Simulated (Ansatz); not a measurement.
Ba₆O₅, relaxed as a singlet with RKS PBE-D4/def2-SVP in Ansatz, starting from the GFN1-xTB geometry. Force threshold 0.03 eV/Å.

In the def2 sets Ba takes a core potential; there is no spin–orbit coupling. The restricted singlet is unstable towards broken spin symmetry in Hartree–Fock (as tested in another run); at PBE-D4/def2-SVP this wasn't settled. The structure comes from a short search, and lower isomers may exist.

Start:

Cartesian coordinates in Å:
```
Ba 0.805 -1.126 2.573
Ba -1.848 -2.231 0.035
Ba -0.724 0.793 -2.355
Ba 1.798 1.844 0.045
Ba 1.829 -2.017 -1.011
Ba -1.690 1.644 1.046
O -0.371 2.577 -0.754
O 0.363 -2.510 0.743
O -2.211 -0.104 -0.607
O 1.544 0.110 -1.687
O 0.507 1.022 1.973
```

**Question.** Estimate the energy that the relaxation releases and the steps that it takes.

**Answer.** 16.7 kcal/mol, in 5 steps; 44 s on 4 threads of Arm Neoverse V1 on a shared host. No frequencies were taken in this run, so the end may be a saddle point.

**Question.** Does the start keep its bonding and symmetry?

**Answer.** By distances, no bond broke or formed. The bond that changes most is Ba5–O10, from 2.25 to 2.33 Å (atoms count from 1). Point group Cs at the start, C3v at the end, both within 0.05 Å.

**Question.** Predict the relaxed structure.

**Answer.** 
```xyz
11

Ba    0.846   -1.160    2.712
Ba   -1.973   -2.349    0.029
Ba   -0.742    0.840   -2.412
Ba    1.833    1.926    0.037
Ba    1.933   -2.119   -1.091
Ba   -1.733    1.715    1.061
O    -0.362    2.533   -0.742
O     0.341   -2.380    0.698
O    -2.094   -0.101   -0.573
O     1.471    0.109   -1.596
O     0.480    0.985    1.876
```
Bond lengths (bridged metal pairs left out): 15 × Ba–O 2.33 to 2.47 Å.
